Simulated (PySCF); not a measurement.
**Two-component Hartree-Fock for Br⁺ (bromine, charge +1)**

Start: [Ar] 3d10 4s2 4p4; 4p1/2 filled at m_j = +1/2; 4p3/2 filled at m_j = -1/2, +1/2, +3/2. Calculated with PySCF 2.14 in x2c-TZVPall-2c: generalised Hartree-Fock with the X2C-1e Hamiltonian and a Gaussian nucleus; one run each with spin-orbit coupling (SO) switched off, then screened by Boettger's factors. This is a chosen level, not necessarily the ground level.

| spinor shell | electrons | ε, spin-free (eV) | ε, screened SO (eV) | weight of nominal j (screened SO) | rms radius, screened SO (bohr) |
| --- | --- | --- | --- | --- | --- |
| 1s1/2 | 2 | -13568.8 | -13568.3 | 1.000 | 0.0492 |
| 2s1/2 | 2 | -1837.1 | -1836.9 | 1.000 | 0.205 |
| 2p1/2 | 2 | -1616.3 | -1648.9 | 1.000 | 0.180 |
| 3s1/2 | 2 | -288.63 | -288.54 | 1.000 | 0.588 |
| 3p1/2 | 2 | -216.51 | -221.51 | 0.999 | 0.600 |
| 3p3/2 | 4 | -216.51 | -214.00 | 0.999 | 0.611 |
| 3d3/2 | 4 | -96.986 | -97.639 | 0.982 | 0.649 |
| 3d5/2 | 6 | -96.986 | -96.417 | 0.988 | 0.651 |
| 4s1/2 | 2 | -37.500 | -37.466 | 0.999 | 1.78 |
| 4p3/2 | 3 | -22.874 | -23.516 | 0.608 | 2.10 |
| 4p1/2 | 1 | -22.874 | -21.049 | 0.630 | 2.15 |

Problem. Where does 2p3/2 lie, and what is the 2p spin-orbit splitting (screened SO)?

Solution. At -1600.6 eV, 48.268 eV above 2p1/2.

```csv
quantity,spin-free,screened SO
E (hartree),-2603.94381,-2604.09091
M_J,2,2
⟨J²⟩,6.011,6.017
⟨L²⟩,2.008,2.113
⟨S²⟩,2.003,1.956
```

Each row is a mean over spinors that exchange with the open shell spreads, by up to 5.950 eV (4s1/2).

Rows whose weight is well below 1 are mixtures of j = l ± 1/2: exchange outweighs spin-orbit coupling there, and the label is only the starting occupation.

Without spin-orbit coupling the j labels of p, d and f shells carry no meaning; the spin-free column gives the mean over the occupied spinors of each nl shell.
